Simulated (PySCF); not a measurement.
# A search over the determinants of BBr⁺

Unrestricted PBE0; basis B pcseg-1, Br pcseg-1; no relativity; PySCF 2.14. Outer shells of the fragments: B+ 2s2; Br 3d10 4s2 4p5.

Followed along the bond (rough minima from three points):

```
2Ms+1   unpaired  ⟨S²⟩ at the start  R at minimum (Å)  Te (eV)
    2        σ ↑               0.76              1.76     0.00
    4  σ ↑, π ↑↑               3.75              2.03     4.36
```

Solutions found at the starting distance of 2.030 Å, counted from the lowest of them; the search is not exhaustive and high or unbound solutions are not listed, so other states can lie among these:

| 2Ms+1 | unpaired | term | E (eV) | ⟨S²⟩ | ⟨Lz²⟩ | μ (D) |
| --- | --- | --- | --- | --- | --- | --- |
| 2 | σ ↑ | ²Σ⁺ | 0.00 | 0.76 | 0.00 | -5.04 |
| 2 | π ↑ | ²Π | 1.88 | 0.75 | 1.01 | -1.65 |
| 4 | σ ↑, π ↑↑ | mixed | 3.58 | 3.75 | 2.00 | -2.10 |
| 4 | σ ↑, π ↑↑ | mixed | 3.80 | 3.75 | 2.00 | -2.19 |
| 2 | σ ↑, π ↑↓ | mixed | 3.91 | 1.75 | 2.00 | -2.21 |
| 4 | σ ↑↑, π ↑ | ⁴Π | 6.67 | 3.76 | 1.00 | -2.83 |
| 4 | σ ↑↑, π ↑ | ⁴Π | 7.08 | 3.75 | 1.01 | -3.79 |
| 4 | σ ↑↑↑ | ⁴Σ⁺ | 9.94 | 3.78 | 0.00 | -4.50 |

A term symbol is given only where ⟨S²⟩ and ⟨Lz²⟩ are close to those of a pure state; real π, δ and φ orbitals otherwise mix terms. A positive dipole points towards Br; it is taken about the centre of mass and depends on that origin.

Question: Compare the gap between the two lowest followed solutions at the starting distance with the gap between their minima.

Answer: At PBE0 the second solution (quartet, unpaired electrons σ ↑, π ↑↑) lies +3.58 eV from the first (doublet, unpaired electrons σ ↑) at 2.030 Å and +4.36 eV at the minima; the two curves relax by different amounts, since their minima lie near 2.03 and 1.76 Å.

Spin–orbit coupling is left out. Counting both spins, an empty level lies below a filled one in some of these solutions, because spin and occupation are held.
